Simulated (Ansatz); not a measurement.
`[CH3][Sn][NH2]` + H–F → `[CH3][Sn][F]` + NH₃ at 700 K and 1 bar (ligand exchange at the Sn–N bond).

Calculated with Ansatz (gas phase, PBE0-D4/def2-TZVP geometries, no zero-point term in ΔE). CCSD(T)/CBS is the MP2 limit (def2-TZVPP, def2-QZVPP) plus CCSD(T) − MP2 in def2-TZVPP, frozen cores. This one scheme is used for every species. Elements past krypton have def2 core potentials. For Sn outer-core shells are correlated without core-valence functions, which leaves a few kJ/mol of doubt a bond. Each species was taken in one conformer, which may not be the lowest.

| species | CCSD(T)/CBS energy (Eh) | H − E (kJ/mol) | S (J/(mol·K)) |
| --- | --- | --- | --- |
| `[CH3][Sn][NH2]` | -309.80337 | 217.2 | 417.0 |
| H–F | -100.39570 | 45.2 | 198.5 |
| `[CH3][Sn][F]` | -353.71142 | 144.2 | 384.8 |
| NH₃ | -56.50880 | 116.9 | 226.5 |

H − E and S are ideal-gas, rigid-rotor, harmonic terms from PBE0-D4/def2-TZVP, for one conformer and one mirror image of each species. 1 Eh = 2625.50 kJ/mol, R = 8.31446 J/(mol·K).

By hand: ΔE, ΔH, ΔS and ΔG.

ΔE = (-353.71142) + (-56.50880) − (-309.80337) − (-100.39570) = -0.02115 Eh = -55.5 kJ/mol. Δ(H − E) = 144.2 + 116.9 − 217.2 − 45.2 = -1.3, so ΔH = -56.8 kJ/mol. ΔS = 384.8 + 226.5 − 417.0 − 198.5 = -4.2 J/(mol·K). ΔG = -56.8 − 700 × (-4.2)/1000 = -53.9 kJ/mol.

By hand: the equilibrium constant, and the temperature at which ΔG would vanish if ΔH and ΔS stayed fixed.

log₁₀ K = −ΔG/(RT ln 10) = 4.0. ΔG = 0 at ΔH/ΔS = 13524 K, far beyond where these terms or the molecules hold.

The number of gas molecules stays the same, so ΔS is small and ΔH decides. A doubt of 5 kJ/mol in ΔE shifts log₁₀ K by 0.4 here. Other conformers and mirror images would add mixing entropy, several J/(mol·K) or more a flexible species. Modes under 60 cm⁻¹, often nearly free rotors, make the harmonic entropy too high. These are equilibria of isolated gas molecules and say nothing of rates. Largest T1 diagnostic: 0.016 (customary marks: 0.02 for closed shells, 0.045 for open ones).
